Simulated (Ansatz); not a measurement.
Cost and result up the ladder for (MgSe)5 ring (Mg5Se5) (10 atoms). Charge 0, multiplicity 1. Geometry: PBE-D4/def2-SVP.

```
atom   x (Å)   y (Å)   z (Å)
 Mg1  -2.096  -1.896  -1.463
 Se2  -3.656  -0.090  -1.872
 Mg3  -2.544   1.755  -0.768
 Se4  -1.653   3.756   0.263
 Mg5   0.504   2.970   1.032
 Se6   2.701   2.444   1.902
 Mg7   2.886   0.096   1.341
 Se8   3.330  -2.240   0.889
 Mg9   1.251  -2.926  -0.143
Se10  -0.722  -3.869  -1.182
```

Ansatz on 4 threads of Arm Neoverse V1 on a shared host. Times are rough, and most runs start from the orbitals of an earlier one. PBE0-D4/def2-TZVP serves as the yardstick here, not as an exact answer. Differences are given only for rows in sets of like size (and for xTB, whose basis is part of the method), since another set adds its own error. Binding counts from free atoms at the same level (Mg singlet, Se triplet; other spins of the atoms weren't run), without zero-point energy or a counterpoise term.

The 6-31G sets use Cartesian d functions. B3LYP takes the VWN-RPA correlation. Correlated methods freeze 50 core orbitals; core or outer-core shells of Mg, Se are correlated, in sets that lack core-valence functions. The rows differ in basis, and correlated rows in double-zeta sets carry the largest basis error.

Correlated methods converge slowly with the basis, most of all in double-zeta sets.

| level | functions | binding energy per atom (eV) | difference from PBE0-D4/def2-TZVP (eV) |
| --- | --- | --- | --- |
| B3LYP-D4/6-31G | 210 | 2.18 | – |
| PBE-D4/def2-TZVP | 400 | 2.56 | 0.01 |
| PBE0-D4/def2-SVP | 250 | 2.57 | – |
| HF/6-31G | 210 | 1.49 | – |
| PBE0-D4/def2-TZVP | 400 | 2.55 | 0.00 |
| HF/def2-TZVP (with forces) | 400 | 1.81 | -0.74 |
| MP2/def2-SVP | 250 | 2.51 | – |
| r2SCANh-D4/def2-TZVP | 400 | 2.65 | 0.10 |
| PBE-D4/def2-SVP | 250 | 2.59 | – |
| HF/STO-3G | 135 | 3.56 | – |
| r2SCAN-D4/def2-TZVP | 400 | 2.67 | 0.13 |

(1) Estimate how long each takes.

Results:

(1) HF/STO-3G 2.4 s; HF/6-31G 8 s; PBE-D4/def2-SVP 8.5 s; B3LYP-D4/6-31G 13 s; PBE-D4/def2-TZVP 16 s; PBE0-D4/def2-SVP 19 s; MP2/def2-SVP 23 s; r2SCAN-D4/def2-TZVP 34 s; PBE0-D4/def2-TZVP 39 s; HF/def2-TZVP (with forces) 42 s; r2SCANh-D4/def2-TZVP 56 s. On shared hardware such times vary by a factor of up to 3.
